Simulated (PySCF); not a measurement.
**EuH3(H2O) at several levels of theory**

Computed with PySCF 2.14.0 (density fitting, no spin-orbit coupling) at the geometry relaxed with PBE0:

```xyz
7
EuH3(H2O) (singlet in the valence; each metal's 4f electrons, 6 of them, lie in its core potential, out of spins and levels)
Eu    0.0539   -0.2503   -0.0438
H     0.4186    1.8156    0.3026
H    -0.8998   -1.3072    1.4253
H     1.4577   -1.2720   -1.1279
O    -1.2682    1.2732   -1.2658
H    -0.6672    1.8958   -0.7146
H    -1.4268    1.6769   -2.1261
```

| level | basis | state | HOMO (eV) | gap (eV) | charge on Eu1 (e) | population of f-type functions on Eu1 (polarisation alone where 4f lies in the core) | dipole about the centre of mass (D) | largest force component (eV/Å) |
| --- | --- | --- | --- | --- | --- | --- | --- | --- |
| PBE0 | Eu lcecp-1-SVP with ECP52, H def2-SVP, O def2-SVP | singlet | -6.53 | 5.32 | 0.74 | 0.03 | 4.09 | 0.01 |
| TPSSh | the same | singlet | -5.99 | 4.49 | 0.84 | 0.03 | 4.13 | 0.27 |
| PBE0 | Eu lcecp-1-TZVP with ECP52, H def2-TZVP, O def2-TZVP | singlet | -6.57 | 5.33 | 0.94 | 0.04 | 3.95 | 0.21 |

In the lcecp rows the 4f levels are missing from HOMO and gap, and the state counts the valence alone.

Charges are Mulliken's, which hang on the basis. The relaxation used the grid (50, 194), these runs (75, 302) or, all-electron (x2c bases, spin-free X2C Hamiltonian), (99, 590).

What does M06-L with Eu lcecp-1-SVP with ECP52, H def2-SVP, O def2-SVP give here?

state singlet, HOMO (eV) -5.62, gap (eV) 4.39, charge on Eu1 (e) 1.01, population of f-type functions on Eu1 (polarisation alone where 4f lies in the core) 0.03, dipole about the centre of mass (D) 4.03, largest force component (eV/Å) 0.13. Time: 4.3 s on 2 threads of Arm Neoverse V1, with other jobs on the host, from an already converged density.

In the first row's basis the gap widens with exact exchange: 4.4 eV for M06-L (none); 4.5 to 5.3 eV for TPSSh, PBE0 (a fixed share).

An lcecp potential fixes the number of 4f electrons, so in runs with it no electron can move into or out of that shell.
